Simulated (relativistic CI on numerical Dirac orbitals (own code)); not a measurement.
**Spin-allowed bands of a d2 ion in an octahedral site, by hand**

Problem. Take Δ = 20950 cm⁻¹ and B = 480 cm⁻¹ for a d2 ion in an octahedral site. Calculate the three spin-allowed bands.

Working.
1. The terms of highest spin are 3F (energy 0) and 3P (15B = 7200 cm⁻¹). Here the F term splits into A2 at +1.2Δ = 25140, T2 at +0.2Δ = 4190 and T1 at −0.6Δ = -12570 cm⁻¹.
2. The two T1 states mix through the element 0.4Δ: H = [[-12570, 8380], [8380, 7200]], with roots ½(H₁₁ + H₂₂) ∓ ½√[(H₂₂ − H₁₁)² + 4H₁₂²] = ½(-5370) ∓ ½(25918) = -15644 and 10274 cm⁻¹.
3. The ground term is 3T1 at -15644 cm⁻¹.
4. Bands: 3T2 19834 cm⁻¹ (504 nm), 3T1(P) 25918 cm⁻¹ (386 nm), 3A2 40784 cm⁻¹ (245 nm).

Check. Exact diagonalisation of the whole d2 shell with these parameters gives 3T2 19834, 3T1 25918, 3A2 40784 cm⁻¹. The match is exact, since without spin-orbit coupling no other term has this spin. The ratio of the second band to the first, 1.307, depends on Δ/B = 43.6 alone, which is how a Tanabe-Sugano diagram is read.
